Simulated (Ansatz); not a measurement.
`[BH2][GeH2][SiH2]C` + `C1[SiH2][SiH2]1` → `C[SiH2][GeH3]` + `BC1[SiH2][SiH2]1` at 700 K and 1 bar (redistribution).

Gas-phase electronic energies from Ansatz, PBE0-D4/def2-TZVP geometries. CBS: MP2 limit from def2 TZ/QZ plus the TZ coupled-cluster correction, frozen cores. For Ge outer-core shells are correlated without core-valence functions, which leaves a few kJ/mol of doubt a bond. Scalar relativity is left out up to krypton. One conformer a species, not always the lowest.

```
             species  CCSD(T)/CBS energy (Eh)  H − E (kJ/mol)  S (J/(mol·K))
`[BH2][GeH2][SiH2]C`              -2433.42808           331.5          530.5
   `C1[SiH2][SiH2]1`               -619.77066           219.6          389.5
     `C[SiH2][GeH3]`              -2408.05773           280.1          460.4
  `BC1[SiH2][SiH2]1`               -645.16518           267.0          450.6
```

H − E and S are ideal-gas, rigid-rotor, harmonic terms from PBE0-D4/def2-TZVP, for one conformer and one mirror image of each species. 1 Eh = 2625.50 kJ/mol, R = 8.31446 J/(mol·K).

By hand: ΔE, ΔH, ΔS and ΔG.

ΔE = (-2408.05773) + (-645.16518) − (-2433.42808) − (-619.77066) = -0.02417 Eh = -63.5 kJ/mol. Δ(H − E) = 280.1 + 267.0 − 331.5 − 219.6 = -4.0, so ΔH = -67.5 kJ/mol. ΔS = 460.4 + 450.6 − 530.5 − 389.5 = -9.0 J/(mol·K). ΔG = -67.5 − 700 × (-9.0)/1000 = -61.2 kJ/mol.

By hand: the equilibrium constant, and the temperature at which ΔG would vanish if ΔH and ΔS stayed fixed.

log₁₀ K = −ΔG/(RT ln 10) = 4.6. ΔG = 0 at ΔH/ΔS = 7500 K, far beyond where these terms or the molecules hold.

The number of gas molecules stays the same, so ΔS is small and ΔH decides. A doubt of 5 kJ/mol in ΔE shifts log₁₀ K by 0.4 here. Other conformers and mirror images would add mixing entropy, several J/(mol·K) or more a flexible species. Modes under 60 cm⁻¹, often nearly free rotors, make the harmonic entropy too high. These are equilibria of isolated gas molecules and say nothing of rates. Largest T1 diagnostic: 0.014 (customary marks: 0.02 for closed shells, 0.045 for open ones).
